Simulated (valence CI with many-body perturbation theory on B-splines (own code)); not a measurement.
Tc XXXVIII: electric-dipole lines

Calculated by configuration interaction combined with many-body perturbation theory (CI+MBPT): four valence electrons over a frozen Dirac-Fock core [He], radial functions for each j: 11 s, 11 p, 9 d, 7 f, 5 g, 2 h, 1 i, with the one-electron correlation potential Σ1 (screened to all orders), the two-electron term Σ2, the three-electron term Σ3, Breit, model QED; selected single and double excitations, second order for the rest (own B-spline code, finite nucleus).

The last digits are not significant, and no measured levels were compared; by estimate large intervals hold to a few tenths of a per cent, small ones and those within an open d or f shell to about a per cent. Among the levels kept, up to 290 cm⁻¹ of a level comes from second order outside the variational space, and about a tenth of that is noise between levels of different J, which matters for small intervals.

Lines 1 to 50 of 235 in falling wavelength, among levels below 251.93 Ry, chosen from the strongest by gf and those to the six lowest levels. Wavelengths and rates use the calculated energies. Electric multipoles are in the length gauge, E1 and E2 with the static RPA response of the core. Weak lines are less certain than strong ones. Lines between different terms over intervals too small for the method are left out, as are lines whose strength nearly cancels. The highest levels of a list are the least certain.

Levels are named by their leading jj configuration (3d3/2^4 stands for four electrons in 3d with j = 3/2), which in mixed levels can hold well under half, so a name can repeat and another be missing. Letters in brackets count levels of one name in rising energy.

| λ vac (nm) | Upper | Lower | A (s⁻¹) | S (a.u.) |
| --- | --- | --- | --- | --- |
| 24.58 | (2s 2p1/2 2p3/2 3d5/2) J=4 [a] | (2s 2p1/2 2p3/2 3p3/2) J=3 [a] | 3.29e+09 | 2.17e-01 |
| 24.48 | (2s 2p1/2 2p3/2 3d5/2) J=5 | (2s 2p1/2 2p3/2 3p3/2) J=4 | 3.71e+09 | 2.95e-01 |
| 23.22 | (2s 2p1/2^2 3d5/2) J=3 | (2s 2p1/2^2 3p3/2) J=2 | 4.33e+09 | 1.87e-01 |
| 22.32 | (2s^2 2p3/2 3d5/2) J=4 | (2s^2 2p3/2 3p3/2) J=3 | 4.29e+09 | 2.12e-01 |
| 21.94 | (2s^2 2p1/2 3d5/2) J=3 | (2s^2 2p1/2 3p3/2) J=2 | 4.75e+09 | 1.73e-01 |
| 21.70 | (2s^2 2p3/2 3d5/2) J=3 | (2s^2 2p3/2 3p3/2) J=2 | 3.56e+09 | 1.26e-01 |
| 21.46 | (2s 2p1/2 2p3/2 3d5/2) J=4 [b] | (2s 2p1/2 2p3/2 3p3/2) J=3 [b] | 4.57e+09 | 2.01e-01 |
| 20.90 | (2s 2p1/2 2p3/2 3d5/2) J=2 [a] | (2s 2p1/2 2p3/2 3p3/2) J=1 [a] | 3.81e+09 | 8.58e-02 |
| 20.76 | (2s^2 2p1/2 3d5/2) J=2 | (2s^2 2p1/2 3p3/2) J=1 | 4.44e+09 | 9.81e-02 |
| 20.39 | (2s 2p1/2 2p3/2 3p1/2) J=2 [b] | (2s 2p1/2 2p3/2 3s) J=3 | 5.29e+09 | 1.11e-01 |
| 20.30 | (2s 2p1/2^2 3d5/2) J=2 | (2s 2p1/2^2 3p3/2) J=1 | 5.75e+09 | 1.19e-01 |
| 19.96 | (2s 2p1/2 2p3/2 3d5/2) J=3 | (2s 2p1/2 2p3/2 3p3/2) J=2 [b] | 3.59e+09 | 9.87e-02 |
| 17.67 | (2s 2p1/2 2p3/2 3p3/2) J=1 [a] | (2s 2p1/2 2p3/2 3s) J=1 [a] | 8.24e+09 | 6.73e-02 |
| 17.16 | (2s 2p1/2 2p3/2 3p3/2) J=2 [b] | (2s 2p1/2 2p3/2 3s) J=2 [b] | 8.09e+09 | 1.01e-01 |
| 16.93 | (2s 2p1/2 2p3/2 3d3/2) J=2 [b] | (2s 2p1/2 2p3/2 3p1/2) J=2 [b] | 5.77e+09 | 6.90e-02 |
| 16.92 | (2s 2p1/2^2 3p3/2) J=1 | (2s 2p1/2^2 3s) J=0 | 9.44e+09 | 6.78e-02 |
| 16.56 | (2s^2 2p3/2 3p3/2) J=1 | (2s^2 2p3/2 3s) J=1 | 9.25e+09 | 6.22e-02 |
| 15.95 | (2s 2p1/2 2p3/2 3p3/2) J=3 [c] | (2s 2p1/2 2p3/2 3s) J=2 [c] | 1.49e+10 | 2.08e-01 |
| 15.90 | (2s 2p1/2 2p3/2 3p3/2) J=2 [a] | (2s 2p1/2 2p3/2 3s) J=1 [a] | 9.52e+09 | 9.46e-02 |
| 15.83 | (2s 2p1/2 2p3/2 3d3/2) J=4 | (2s 2p1/2 2p3/2 3p1/2) J=3 | 6.55e+09 | 1.15e-01 |
| 15.72 | (2s 2p1/2 2p3/2 3d3/2) J=3 [a] | (2s 2p1/2 2p3/2 3p1/2) J=2 [a] | 8.49e+09 | 1.14e-01 |
| 15.68 | (2s 2p1/2 2p3/2 3p3/2) J=1 [b] | (2s 2p1/2 2p3/2 3s) J=2 [b] | 1.01e+10 | 5.75e-02 |
| 15.60 | (2s^2 2p3/2 3p3/2) J=3 | (2s^2 2p3/2 3s) J=2 | 1.24e+10 | 1.63e-01 |
| 15.48 | (2s 2p1/2 2p3/2 3p3/2) J=3 [b] | (2s 2p1/2 2p3/2 3s) J=2 [b] | 1.02e+10 | 1.31e-01 |
| 15.45 | (2s 2p1/2^2 3d3/2) J=2 | (2s 2p1/2^2 3p1/2) J=1 | 1.13e+10 | 1.03e-01 |
| 15.42 | (2s^2 2p3/2 3d3/2) J=3 | (2s^2 2p3/2 3p1/2) J=2 | 8.40e+09 | 1.06e-01 |
| 15.40 | (2s 2p1/2 2p3/2 3p3/2) J=4 | (2s 2p1/2 2p3/2 3s) J=3 | 1.84e+10 | 2.98e-01 |
| 15.28 | (2s 2p1/2 2p3/2 3d3/2) J=3 [c] | (2s 2p1/2 2p3/2 3p1/2) J=2 [c] | 1.15e+10 | 1.42e-01 |
| 15.02 | (2s^2 2p1/2 3d3/2) J=2 | (2s^2 2p1/2 3p1/2) J=1 | 1.19e+10 | 9.94e-02 |
| 14.98 | (2s 2p1/2 2p3/2 3p3/2) J=3 [a] | (2s 2p1/2 2p3/2 3s) J=2 [a] | 1.62e+10 | 1.88e-01 |
| 14.71 | (2s 2p1/2 2p3/2 3p3/2) J=2 [d] | (2s 2p1/2 2p3/2 3s) J=1 [c] | 1.23e+10 | 9.65e-02 |
| 14.63 | (2s^2 2p1/2 3p3/2) J=1 | (2s^2 2p1/2 3s) J=0 | 1.16e+10 | 5.40e-02 |
| 14.61 | (2s 2p1/2^2 3p3/2) J=2 | (2s 2p1/2^2 3s) J=1 | 2.24e+10 | 1.72e-01 |
| 14.40 | (2s^2 2p1/2 3p3/2) J=2 | (2s^2 2p1/2 3s) J=1 | 2.09e+10 | 1.54e-01 |
| 13.73 | (2s^2 2p3/2 3p3/2) J=2 | (2s^2 2p3/2 3s) J=1 | 1.14e+10 | 7.26e-02 |
| 13.03 | (2s 2p1/2 2p3/2 3p3/2) J=3 [b] | (2s 2p1/2 2p3/2 3s) J=3 | 1.12e+10 | 8.58e-02 |
| 13.00 | (2s 2p1/2 2p3/2 3p3/2) J=2 [a] | (2s 2p1/2 2p3/2 3s) J=2 [a] | 9.41e+09 | 5.11e-02 |
| 12.91 | (2s^2 2p3/2 3p3/2) J=2 | (2s^2 2p3/2 3s) J=2 | 1.03e+10 | 5.48e-02 |
| 10.46 | (2s 2p1/2^2 2p3/2) J=2 | (2s^2 2p1/2 2p3/2) J=2 | 1.95e+09 | 5.51e-03 |
| 9.449 | (2s 2p1/2^2 2p3/2) J=2 | (2s^2 2p1/2 2p3/2) J=1 | 3.91e+09 | 8.14e-03 |
| 9.418 | (2s 2p1/2 2p3/2^2) J=3 | (2s^2 2p3/2^2) J=2 | 5.47e+09 | 1.58e-02 |
| 8.059 | (2s 2p1/2 2p3/2^2) J=1 [b] | (2s^2 2p3/2^2) J=0 | 5.36e+09 | 4.15e-03 |
| 7.388 | (2s 2p1/2^2 2p3/2) J=1 | (2s^2 2p1/2 2p3/2) J=2 | 9.54e+09 | 5.70e-03 |
| 7.380 | (2s 2p1/2 2p3/2^2) J=1 [a] | (2s^2 2p3/2^2) J=2 | 2.52e+09 | 1.50e-03 |
| 6.979 | (2s 2p1/2 2p3/2^2) J=2 [b] | (2s^2 2p3/2^2) J=2 | 5.76e+09 | 4.83e-03 |
| 6.870 | (2s 2p1/2^2 2p3/2) J=1 | (2s^2 2p1/2 2p3/2) J=1 | 1.59e+09 | 7.65e-04 |
| 6.747 | (2p1/2 2p3/2^3) J=2 | (2s 2p3/2^3) J=2 | 3.65e+10 | 2.76e-02 |
| 6.746 | (2s 2p1/2 2p3/2^2) J=1 [b] | (2s^2 2p3/2^2) J=2 | 4.02e+09 | 1.83e-03 |
| 6.360 | (2p1/2^2 2p3/2^2) J=2 | (2s 2p1/2 2p3/2^2) J=3 | 4.85e+10 | 3.08e-02 |
| 5.370 | (2s 2p1/2 2p3/2^2) J=2 [a] | (2s^2 2p1/2 2p3/2) J=2 | 1.59e+09 | 6.09e-04 |
